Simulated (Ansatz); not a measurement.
`[CH3][Sn]([SH])([Cl])[Cl]` + H₂S → `[SH][Sn]([SH])([Cl])[Cl]` + CH₄ at 400 K and 1 bar (ligand exchange at the Sn–C bond).

Isolated molecules relaxed with PBE0-D4/def2-TZVP in Ansatz; ΔE leaves out vibrations. CCSD(T)/CBS is the MP2 limit (def2-TZVPP, def2-QZVPP) plus CCSD(T) − MP2 in def2-TZVPP, frozen cores. This one scheme is used for every species. def2 core potentials past Kr. For Sn outer-core shells are correlated without core-valence functions, which leaves a few kJ/mol of doubt a bond. One conformer a species, not always the lowest.

```
                    species  CCSD(T)/CBS energy (Eh)  H − E (kJ/mol)  S (J/(mol·K))
`[CH3][Sn]([SH])([Cl])[Cl]`              -1571.95481           165.8          460.0
                        H₂S               -398.97279            53.4          215.9
 `[SH][Sn]([SH])([Cl])[Cl]`              -1930.49002            94.6          451.5
                        CH₄                -40.46206           131.3          197.2
```

H − E and S are ideal-gas, rigid-rotor, harmonic terms from PBE0-D4/def2-TZVP, for one conformer and one mirror image of each species. 1 Eh = 2625.50 kJ/mol, R = 8.31446 J/(mol·K).

By hand: ΔE, ΔH, ΔS and ΔG.

ΔE = (-1930.49002) + (-40.46206) − (-1571.95481) − (-398.97279) = -0.02448 Eh = -64.3 kJ/mol. Δ(H − E) = 94.6 + 131.3 − 165.8 − 53.4 = 6.7, so ΔH = -57.6 kJ/mol. ΔS = 451.5 + 197.2 − 460.0 − 215.9 = -27.2 J/(mol·K). ΔG = -57.6 − 400 × (-27.2)/1000 = -46.7 kJ/mol.

By hand: the equilibrium constant, and the temperature at which ΔG would vanish if ΔH and ΔS stayed fixed.

log₁₀ K = −ΔG/(RT ln 10) = 6.1. ΔG = 0 at ΔH/ΔS = 2118 K.

ΔH outweighs TΔS. A doubt of 5 kJ/mol in ΔE shifts log₁₀ K by 0.7 here. Other conformers and mirror images would add mixing entropy, several J/(mol·K) or more a flexible species. Modes under 60 cm⁻¹, often nearly free rotors, make the harmonic entropy too high. These are equilibria of isolated gas molecules and say nothing of rates. Largest T1 diagnostic: 0.012 (customary marks: 0.02 for closed shells, 0.045 for open ones).
